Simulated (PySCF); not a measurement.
F4Hf (SMILES [F][Hf]([F])([F])[F]), singlet, geometry from GFN2-xTB (such geometries of metal compounds can be far from the true shape) (core potentials on Hf); BLYP/def2-SVP (PySCF).

Here is a job for PySCF.
```python
from pyscf import gto, scf, dft

mol = gto.Mole()
mol.atom = '''
    Hf   -0.000000    0.000000    0.000000
    F     1.205187    0.854949   -1.064829
    F     0.873966   -1.170589    1.087741
    F    -1.190075   -0.908014   -1.037548
    F    -0.889078    1.223654    1.014636
'''
mol.basis = 'def2-svp'
mol.ecp = {'Hf': 'def2-svp'}
mol.charge = 0
mol.spin = 0
mol.verbose = 4
mol.build()

mf = dft.RKS(mol)
mf.xc = 'blyp'
mf.kernel()
mf.analyze()
```

It wrote (shortened):

```
PySCF version 2.14.0

[INPUT] verbose = 4
[INPUT] num. atoms = 5
[INPUT] num. electrons = 48
[INPUT] charge = 0
[INPUT] spin (= nelec alpha-beta = 2S) = 0
[INPUT] symmetry False subgroup None
[INPUT] Mole.unit = angstrom
[INPUT] Symbol           X                Y                Z      unit          X                Y                Z       unit  Magmom
[...]
nuclear repulsion = 211.983950456963
number of shells = 36
number of NR pGTOs = 153
number of NR cGTOs = 88
basis = def2-svp
ecp = {'Hf': 'def2-svp'}

******** <class 'pyscf.dft.rks.RKS'> ********
method = RKS
initial guess = minao
damping factor = 0
level_shift factor = 0
DIIS = <class 'pyscf.scf.diis.CDIIS'>
diis_start_cycle = 1
diis_space = 8
diis_damp = 0
SCF conv_tol = 1e-09
SCF conv_tol_grad = None
SCF max_cycles = 50
direct_scf = True
direct_scf_tol = 1e-13
XC library pyscf.dft.libxc version 7.1.2
    S. Lehtola, C. Steigemann, M. J. T. Oliveira, and M. A. L. Marques,  SoftwareX 7, 1–5 (2018)
XC functionals = blyp
    A. D. Becke,  Phys. Rev. A 38, 3098 (1988)
    C. Lee, W. Yang, and R. G. Parr,  Phys. Rev. B 37, 785 (1988)
    B. Miehlich, A. Savin, H. Stoll, and H. Preuss,  Chem. Phys. Lett. 157, 200 (1989)
radial grids:
    Treutler-Ahlrichs [JCP 102, 346 (1995); DOI:10.1063/1.469408] (M4) radial grids

becke partition: Becke, JCP 88, 2547 (1988); DOI:10.1063/1.454033
pruning grids: <function nwchem_prune>
grids dens level: 3
symmetrized grids: False
atomic radii adjust function: <function treutler_atomic_radii_adjust>
small_rho_cutoff = 0
Set gradient conv threshold to 3.16228e-05
Initial guess from minao.
tot grids = 80840
init E= -434.733799001773
[...]
cycle= 1 E= -447.180173010753  delta_E= -12.4  |g|= 1.03  |ddm|= 7.68
[...]
cycle= 2 E= -446.864800244489  delta_E= 0.315  |g|= 1.78  |ddm|= 1.87
[...]
cycle= 3 E= -447.3293228522  delta_E= -0.465  |g|= 0.354  |ddm|= 1.21
[...]
cycle= 4 E= -447.357188630813  delta_E= -0.0279  |g|= 0.0218  |ddm|= 0.373
[...]
cycle= 5 E= -447.357280086907  delta_E= -9.15e-05  |g|= 0.00291  |ddm|= 0.0155
[...]
cycle= 6 E= -447.357281525034  delta_E= -1.44e-06  |g|= 0.000331  |ddm|= 0.0021
[...]
cycle= 7 E= -447.357281542104  delta_E= -1.71e-08  |g|= 5.75e-05  |ddm|= 0.000222
[...]
cycle= 8 E= -447.357281542506  delta_E= -4.02e-10  |g|= 3.22e-05  |ddm|= 4.54e-05
[...]
cycle= 9 E= -447.357281542689  delta_E= -1.83e-10  |g|= 7.12e-07  |ddm|= 2.06e-05
[...]
Extra cycle  E= -447.357281542687  delta_E= 1.82e-12  |g|= 1.71e-06  |ddm|= 1.69e-06
converged SCF energy = -447.357281542687
**** SCF Summaries ****
Total Energy =                        -447.357281542686849
Nuclear Repulsion Energy =             211.983950456962532
One-electron Energy =                -1060.031543158456316
Two-electron Energy =                  400.690311158806878
Two-electron Coulomb Energy =          448.685332019033524
DFT Exchange-Correlation Energy =      -47.995020860226631
HOMO-LUMO gap [eV] =                     8.467782734397595
**** MO energy ****
[...]
Dipole moment(X, Y, Z, Debye):  0.00002, -0.00003,  0.00001
```
